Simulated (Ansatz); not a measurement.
Ansatz (an electronic-structure program) input file for F₃S, SMILES F[S](F)F, multiplicity 2, PBE/def2-SVPD. Coordinates come from a PBE0-D3(BJ)/def2-TZVP optimisation. A frequency run showed that this geometry is not a minimum. The isomer is the one that the SMILES or the coordinates give; other isomers of the formula were not compared.

Ansatz 0.2 input:
```yaml
crystal:
  periodic: [false, false, false]
  atoms:
    - {symbol: F, position_ang: [0.00000000, 1.65734244, -0.28527984]}
    - {symbol: S, position_ang: [0.00000000, 0.00000000, -0.35877299]}
    - {symbol: F, position_ang: [0.00000000, -1.65734245, -0.28527984]}
    - {symbol: F, position_ang: [0.00000000, -0.00000000, 1.20837833]}
basis:
  gaussian:
    orbitals: def2-SVPD
hamiltonian:
  xc: {name: PBE}
magnetization: {spin_polarized: true, initial_magnetization: 1}
```

Log of the run:

```
WARN ansatz: RAYON_NUM_THREADS=1 ignored (pool sized by the plan → 1); use --threads N
Functional definition: PBE
integrals: 0.03 GiB planned
825 factors; their error is unknown
mean field: 0.29 GiB planned
mean field evaluation 1: about -18958.0966 eV, gradient 3.8e1 eV
mean field evaluation 2: about -18927.7565 eV, gradient 1.0e2 eV
mean field evaluation 4: about -18962.5686 eV, gradient 6.5e0 eV
mean field evaluation 8: about -18962.7093 eV, gradient 3.5e-2 eV
mean field evaluation 16: about -18962.6823 eV, gradient 1.8e-5 eV
mean field -18962.68232134 eV, -696.8657219417 hartree, gradient 1.8e-5 eV, S^2 0.753158; 0 other end points of the search recorded, 0 dependent functions left out
reference -18962.68237065 eV, -696.8657237536 hartree; 22, 21 occupied and 74, 75 virtual orbitals, 825 factors
Total energy: -18962.68237065 eV, -696.8657237536 hartree
```

The calculation finished and met its thresholds.

Cost: very roughly 2.6 core-seconds.
